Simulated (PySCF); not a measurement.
C5H5F2NO2.
SMILES with atom numbers: `[N:1]#[C:2][C@@H:3]1[CH2:4][O:5][C@H:6]([F:7])[C@@H:8]([F:9])[O:10]1` (hydrogens: H11 on C3; H12, H13 on C4; H14 on C6; H15 on C8)

Computed with PySCF at B3LYP/def2-SVPD, non-relativistic, on one gas-phase PBE0-D3(BJ)/def2-SVP geometry that isn't relaxed in the solvent. The solvent is an IEF-PCM continuum (van der Waals radii × 1.2). Only the electrostatic response of the medium enters.

Gas phase at B3LYP/def2-SVPD: HOMO -8.50 eV, LUMO -0.65 eV, dipole 2.97 D.

What does the continuum do to the energy, the frontier levels and the dipole at B3LYP/def2-SVPD in chloroform?

```
   solvent      ε  E(solvent) − E(gas) (kJ/mol)  polarisation term (kJ/mol)  distortion of the solute (kJ/mol)  HOMO (eV)  LUMO (eV)  dipole (D)
chloroform  4.711                        -28.05                      -31.28                               3.23      -8.25      -0.60        3.58
```

The polarisation term is half the interaction of the solute with the surface charges that it induces; the rest is the cost of distorting the solute's density. The sum is the electrostatic part of solvation alone.

Which radius a makes the point-dipole formula ΔE = −[(ε − 1)/(2ε + 1)]·μ²/a³ give the value in chloroform, with the gas-phase dipole?

μ = 1.168 au and |ΔE| = 0.01068 Eh give a = 1.89 Å; the farthest nucleus lies 3.62 Å from the centroid of the nuclei, so such a sphere wouldn't even hold the nuclei. The formula assumes a rigid point dipole at the centre of a sphere.

How does the static polarisability (B3LYP/def2-SVPD, frozen core, with the continuum's full static response) change?

```
    medium  isotropic (au)  principal values (au)  ⟨r²⟩ of the electrons (bohr²)
       gas            69.7       59.1, 61.8, 88.3                         1323.2
chloroform            83.6      71.9, 74.2, 104.7                         1324.8
```

The isotropic value in chloroform is 1.20 times the gas-phase one; no cavity-field correction is applied. ⟨r²⟩ is taken about the centre of nuclear charge.
